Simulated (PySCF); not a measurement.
C2H4FNOSi, SMILES F[C@@H]1[Si@@H](C=N1)O. Heavy atoms are numbered as in [OH:1][Si@@H:2]1[CH:3]=[N:4][C@@H:5]1[F:6]. Hydrogens are named by the atom that carries them.

Coordinates come from a r2SCAN-D4/def2-SVP optimisation. The structure was generated by enumeration; whether it is a known compound was not checked. The values are those of a single conformer.

Calculation: PBE/def2-TZVP run with PySCF.

Atomic charges (e), one atom of each kind:

```csv
atom,IAO,Löwdin
O1 (OH),-0.75,-0.09
Si2 (SiH),1.02,0.20
C3 (CH),-0.26,-0.28
N4,-0.25,0.13
C5 (CH),-0.03,-0.46
F6,-0.30,0.12
H on O1,0.37,0.18
H on Si2,-0.12,-0.03
H on C3,0.16,0.12
H on C5,0.15,0.12
```

Give the Mayer and Wiberg (Löwdin basis) orders of the bonds. (An estimate is asked for; the answer gives what the named calculation found.)


```
bond    Mayer  Wiberg
------  -----  ------
O1–Si2   1.27    1.72
Si2–C3   0.91    1.07
C3–N4    1.85    2.21
Si2–C5   0.94    0.99
N4–C5    1.00    1.29
C5–F6    1.05    1.67
```
